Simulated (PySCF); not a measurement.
A PySCF script (with the pyscf-properties extension) for the NMR shieldings of SMILES s1c([Si]([SiH3])([SiH3])[SiH3])ccc1, C$_{4}$H$_{12}$SSi$_{4}$, on a GFN2-xTB geometry:

```python
import basis_set_exchange as bse
import numpy as np
from pyscf import gto, dft
from pyscf.prop import nmr

atoms = """
Si   -2.085547   -1.102746   -1.460761
Si   -0.902502    0.171228    0.112367
Si   -1.238951    2.480466   -0.116477
Si   -1.203422   -0.580633    2.305966
C     0.927270   -0.112530   -0.282332
C     1.910522   -0.638187    0.502581
C     3.174911   -0.702026   -0.122114
C     3.148513   -0.221227   -1.390448
S     1.578300    0.317702   -1.837070
H    -3.528002   -0.945526   -1.254581
H    -1.801453   -2.538103   -1.373758
H    -1.804497   -0.704253   -2.841268
H    -0.430137    3.277090    0.810744
H    -2.640250    2.815225    0.152315
H    -0.932513    2.968026   -1.462573
H    -2.605337   -0.389624    2.684244
H    -0.914160   -2.003543    2.502598
H    -0.406095    0.135220    3.305388
H     1.731200   -0.974488    1.509329
H     4.060549   -1.088686    0.350965
H     3.952681   -0.146444   -2.095587
"""
names = dict.fromkeys(["Si", "C", "S", "H"], "pcSseg-1")
basis = {el: gto.basis.parse(bse.get_basis(n, elements=[el], fmt="nwchem")) for el, n in names.items()}
mol = gto.M(atom=atoms, basis=basis, charge=0, verbose=0)
mf = dft.RKS(mol, xc="PBE0")
mf.grids.level = 2
mf.grids.alignment = dft.numint.BLKSIZE   # the property module wants whole blocks of grid points
mf.conv_tol = 1e-9
mf.kernel()

calc = nmr.RKS(mf)   # GIAO
C = mf.mo_coeff
Co = C[:, mf.mo_occ > 0]
resp = mf.gen_response(singlet=True, hermi=2)
def vind(x):   # induced exchange potential for any number of trial vectors
    d = np.einsum("pi,xij,qj->xpq", C, 2 * x.reshape(-1, C.shape[1], Co.shape[1]), Co, optimize=True)
    return np.einsum("xpq,pi,qj->xij", resp(d - d.transpose(0, 2, 1)), C, Co, optimize=True).ravel()
mo1, _ = nmr.rhf.solve_mo1(calc, with_cphf=vind)
sigma = calc.kernel(mo1)
for i, s in enumerate(sigma):   # ppm
    w = np.linalg.eigvalsh((s + s.T) / 2)
    print("%2d %-2s iso %8.1f  s11 %8.1f  s22 %8.1f  s33 %8.1f" % (i, mol.atom_pure_symbol(i), w.mean(), *w))
```

Q: What does it print?

A: 
```
 0 Si iso    454.8  s11    431.8  s22    451.0  s33    481.4
 1 Si iso    444.7  s11    414.8  s22    421.2  s33    498.1
 2 Si iso    454.7  s11    431.7  s22    451.0  s33    481.4
 3 Si iso    461.3  s11    436.9  s22    463.0  s33    484.0
 4 C  iso     45.4  s11    -30.7  s22     19.3  s33    147.6
 5 C  iso     46.4  s11    -40.9  s22     41.6  s33    138.4
 6 C  iso     55.0  s11    -25.3  s22     41.2  s33    149.1
 7 C  iso     43.5  s11    -49.4  s22     38.7  s33    141.3
 8 S  iso    233.1  s11     64.4  s22    261.8  s33    373.1
 9 H  iso     28.2  s11     24.4  s22     25.6  s33     34.4
10 H  iso     28.1  s11     24.6  s22     26.1  s33     33.6
11 H  iso     27.9  s11     23.8  s22     26.8  s33     33.1
12 H  iso     28.1  s11     24.6  s22     26.1  s33     33.6
13 H  iso     28.2  s11     24.4  s22     25.6  s33     34.4
14 H  iso     27.9  s11     23.8  s22     26.8  s33     33.1
15 H  iso     28.1  s11     24.2  s22     26.0  s33     34.1
16 H  iso     27.8  s11     24.5  s22     25.4  s33     33.5
17 H  iso     27.8  s11     24.5  s22     25.4  s33     33.5
18 H  iso     24.5  s11     20.0  s22     24.3  s33     29.2
19 H  iso     24.5  s11     21.2  s22     25.2  s33     27.2
20 H  iso     24.1  s11     21.2  s22     23.5  s33     27.6
```

These numbers come from an equivalent density-fitted implementation of the same equations, which agrees with the script to about 0.01 ppm for H and up to a few tenths of a ppm for heavy atoms, so last digits may differ.

Q: Turn these shieldings into chemical shifts. Shifts are taken against calculated references (same method and geometry level): TMS for 29Si (σ = 349.16 ppm), 13C (σ = 186.93 ppm), 1H (σ = 31.72 ppm); CS2 for 33S (σ = 503.73 ppm).

A: Averaging equivalent atoms: Si 1: -95.6; Si 0/2/3: -107.8; C 7: 143.4; C 4: 141.5; C 5: 140.6; C 6: 131.9; S 8: 271; H 20: 7.64; H 19: 7.19; H 18: 7.19; H 9/10/11/12/13/14/15/16/17: 3.72 ppm. 

Size and cost of the density-fitted run: 248 basis functions, 71 s wall time on 1 thread of an x86-64 server CPU, shared host.
